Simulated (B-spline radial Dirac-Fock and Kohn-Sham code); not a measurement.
# Total conversion coefficients of Zr against transition energy

These are calculated numbers from a radial B-spline solver; the model is a Dirac-Hartree-Slater potential of the neutral atom with a Latter tail (no hole, which puts coefficients of high multipoles low close above an edge), finite nucleus with surface currents. Subshells within 1 keV of threshold and pair formation are left out.

| energy (keV) | E1 | E2 | E4 | E5 | M1 | M5 |
| --- | --- | --- | --- | --- | --- | --- |
| 16.1 | 2.87 | 897 | 1.67e+07 | 1.32e+09 | 5.25 | 1.03e+09 |
| 16.6 | 2.63 | 770 | 1.36e+07 | 1.04e+09 | 4.79 | 8.07e+08 |
| 20 | 10.6 | 376 | 3.76e+06 | 2.48e+08 | 21.7 | 1.79e+08 |
| 21.1 | 9.18 | 306 | 2.60e+06 | 1.64e+08 | 18.6 | 1.17e+08 |
| 23.6 | 6.81 | 201 | 1.20e+06 | 6.89e+07 | 13.3 | 4.79e+07 |
| 29 | 3.90 | 94.5 | 292000 | 1.40e+07 | 7.24 | 9.66e+06 |
| 30.7 | 3.34 | 77.0 | 198000 | 8.98e+06 | 6.12 | 6.26e+06 |
| 32.2 | 2.93 | 64.9 | 143000 | 6.21e+06 | 5.32 | 4.37e+06 |
| 46.9 | 1.02 | 17.0 | 11700 | 344000 | 1.77 | 288000 |
| 50 | 0.850 | 13.6 | 7700 | 212000 | 1.47 | 185000 |
| 63 | 0.438 | 5.94 | 1770 | 37300 | 0.753 | 38900 |
| 72.4 | 0.293 | 3.60 | 753 | 13400 | 0.506 | 15600 |
| 72.5 | 0.292 | 3.58 | 747 | 13200 | 0.504 | 15500 |
| 95 | 0.133 | 1.35 | 150 | 1910 | 0.235 | 2760 |
| 100 | 0.114 | 1.12 | 111 | 1330 | 0.204 | 2010 |
| 118 | 0.0704 | 0.611 | 43.5 | 428 | 0.129 | 722 |
| 136 | 0.0465 | 0.364 | 19.8 | 166 | 0.0877 | 305 |
| 181 | 0.0203 | 0.129 | 4.27 | 26.5 | 0.0408 | 56.5 |
| 182 | 0.0199 | 0.127 | 4.15 | 25.6 | 0.0402 | 54.7 |
| 200 | 0.0152 | 0.0903 | 2.54 | 14.3 | 0.0314 | 31.8 |
| 210 | 0.0132 | 0.0758 | 1.98 | 10.6 | 0.0276 | 24.1 |
| 273 | 0.00632 | 0.0301 | 0.532 | 2.28 | 0.0141 | 5.64 |
| 500 | 0.00130 | 0.00421 | 0.0343 | 0.0966 | 0.00321 | 0.261 |
| 847 | 0.000402 | 0.00100 | 0.00482 | 0.0102 | 0.000969 | 0.0260 |
| 954 | 0.000317 | 0.000753 | 0.00328 | 0.00660 | 0.000748 | 0.0162 |
| 1000 | 0.000290 | 0.000675 | 0.00283 | 0.00559 | 0.000676 | 0.0135 |
| 1040 | 0.000269 | 0.000617 | 0.00251 | 0.00487 | 0.000622 | 0.0117 |
| 2000 | 8.89e-05 | 0.000163 | 0.000437 | 0.000681 | 0.000167 | 0.00129 |

Q: How fast do they fall between 1000 and 2000 keV?

A: As powers of the energy: E1 E^-1.70, E2 E^-2.05, E4 E^-2.69, E5 E^-3.04, M1 E^-2.02, M5 E^-3.39. Within one type (E or M) the higher multipoles fall faster.
